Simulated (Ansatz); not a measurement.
`O[SiH2][NH][GeH3]` → `[NH2][GeH3]` + `O[SiH]`  (silylene formation by 1,1-elimination)

Program: Ansatz. Geometries: PBE0-D4/def2-TZVP. ΔE: electronic, gas phase. CBS: MP2 limit from def2 TZ/QZ plus the TZ coupled-cluster correction, frozen cores. This one scheme is used for every species. DFT in def2-TZVPP. B3LYP here is the variant with VWN-RPA as its local correlation; programs differ in this. For Ge outer-core shells are correlated without core-valence functions, which leaves a few kJ/mol of doubt a bond. Scalar relativity is left out up to krypton. One conformer a species, not always the lowest.

Problem. Is it downhill or uphill in electronic energy at CCSD(T)/CBS, and by how much? (Best estimate.)

Solution. Computed: Uphill: ΔE = +63.2 kcal/mol.

Problem. What do these levels give: PBE-D4, B3LYP-D4, ωB97X-V, ωB97M-V, PBE, r2SCAN, PBE0, HF/def2-TZVPP, CCSD(T)/def2-TZVPP, SCS-MP2/def2-QZVPP, MP2/CBS(def2), CCSD/CBS(def2)? (Best estimate.)

Solution. Computed: PBE-D4 59.5, B3LYP-D4 61.1, ωB97X-V 64.5, ωB97M-V 61.2, PBE 57.1, r2SCAN 65.1, PBE0 61.6, HF/def2-TZVPP 62.5, CCSD(T)/def2-TZVPP 61.9, SCS-MP2/def2-QZVPP 64.9, MP2/CBS(def2) 67.7, CCSD/CBS(def2) 63.1 kcal/mol.

Largest T1 diagnostic among the species: 0.016.

The D4 term adds +3.8 kcal/mol with B3LYP and +2.1 kcal/mol with PBE0; it sums over pairs of atoms, weighted by their polarisabilities, and B3LYP, whose exchange is more repulsive, gets the larger term. From PBE to PBE0 (25 % exact exchange), in def2-TZVPP and without D4, ΔE moves by +4.5 kcal/mol.
